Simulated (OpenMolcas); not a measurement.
## Er3+: effect of the metal basis and ligand basis

Er3+ with 2 ligands (fluoride) in linear coordination (D∞h) at 1.94 Å.

| Property | Result |
| --- | --- |
| Program | OpenMolcas |
| Method | CASSCF |
| Spin-orbit coupling | state interaction with AMFI integrals over the reference wave functions |

Fixed: active space 11 electrons in 7 orbitals (4f), DKH2 Hamiltonian.

States (labels by Λ). Energies in cm-1 above the lowest state or level, χT in cm3 K/mol.

```json
{"Run": "A", "Metal basis": "ANO-RCC-VDZP", "Ligand basis": "ANO-RCC-VDZP", "Ground state": "4Σ", "First state of that spin": "4Π 164.4", "First gap with spin-orbit (degeneracies)": "137.0 (2, 2)", "Width of lowest J": "2638", "χT at 300 K": "10.985", "Cost": "roughly 27 core-seconds"}
{"Run": "B", "Metal basis": "ANO-RCC-VTZP", "Ligand basis": "ANO-RCC-VTZP", "Ground state": "4Σ", "First state of that spin": "4Π 165.8", "First gap with spin-orbit (degeneracies)": "139.5 (2, 2)", "Width of lowest J": "2821", "χT at 300 K": "10.975", "Cost": "roughly 40 core-seconds"}
```

Against A, the width of the lowest J multiplet changes by +6.9 % in B.

Costs are those of the RASSCF and RASSI steps.

High states are left out of the spin-orbit mixing, which shifts the levels that they would mix with. Without dynamic correlation the ligand-field splitting of an f shell can come out too small, at times by half. No measured value stands beside these numbers; the geometry was imposed, not optimised, and the real ion may take another.
